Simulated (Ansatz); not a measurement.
`CC(C)(C)[NH][In]([F])[F]` + `BNCC` → `BN(CC)C(C)(C)C` + `[NH2][In]([F])[F]`  (substitution at a C–N bond)

Isolated molecules relaxed with PBE0-D4/def2-TZVP in Ansatz; ΔE leaves out vibrations. CBS: MP2 limit from def2 TZ/QZ plus the TZ coupled-cluster correction, frozen cores. DFT in def2-TZVPP. Elements past krypton have def2 core potentials. For In outer-core shells are correlated without core-valence functions, which leaves a few kJ/mol of doubt a bond. Each species was taken in one conformer, which may not be the lowest.

| species | PBE-QIDH energy (Eh) |
| --- | --- |
| `CC(C)(C)[NH][In]([F])[F]` | -602.56409 |
| `BNCC` | -160.49384 |
| `BN(CC)C(C)(C)C` | -317.58195 |
| `[NH2][In]([F])[F]` | -445.47000 |

(1) Work out ΔE.

Largest T1 diagnostic among the species: 0.016.

Results:

(1) ΔE = (-317.58195) + (-445.47000) − (-602.56409) − (-160.49384) = 0.00598 Eh = +0.16 eV. CCSD(T)/CBS gives +0.16 eV.

Leaving LDA and LC-ωPBE aside and taking each functional with its dispersion term where it has one, the values, not all of them listed here, spread over 0.09 eV, from ωB97M-V to B2PLYP. LDA lies −0.13 eV from PBE without D4. In def2-TZVPP, CCSD(T) changes the Hartree–Fock value by −0.18 eV (the triples alone add −0.02 eV) and MP2 by −0.20 eV.
